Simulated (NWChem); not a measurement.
System: GaH₂O₂Cl; SMILES [OH][Ga]([OH])[Cl]

The following NWChem deck was run.

```
start job
memory heap 200 mb stack 900 mb global 1100 mb
geometry units angstroms noautosym nocenter noautoz
  Ga     0.017929     0.341191     0.000000
  Cl    -0.017022    -1.806708     0.000000
  O     -1.537294     1.223112     0.000000
  H     -1.375464     2.186084     0.000000
  O      1.563438     1.253516     0.000000
  H      2.327056     0.645788     0.000000
end
basis spherical
  * library def2-svp
end
dft
  xc b3lyp
  iterations 150
end
property
  efieldgrad
end
task dft property
```

Coordinates come from a PBE-D3(BJ)/def2-SVP optimisation. B3LYP is NWChem's, with the RPA form of VWN correlation.

Vzz is the largest principal value of the second derivative of the potential at the nucleus (NWChem prints the opposite sign); η is the asymmetry. Non-relativistic.

Atoms are numbered as in the input.

Task: What results follow from this input? (B3LYP/def2-SVP.) Quantities: Vzz Ga1 (a.u.); η Ga1; Vzz Cl2 (a.u.); η Cl2; Vzz O5 (a.u.); η O5.

Result: Vzz Ga1 (a.u.): 1.455
η Ga1: 0.33
Vzz Cl2 (a.u.): 2.029
η Cl2: 0.15
Vzz O5 (a.u.): 1.299
η O5: 0.78
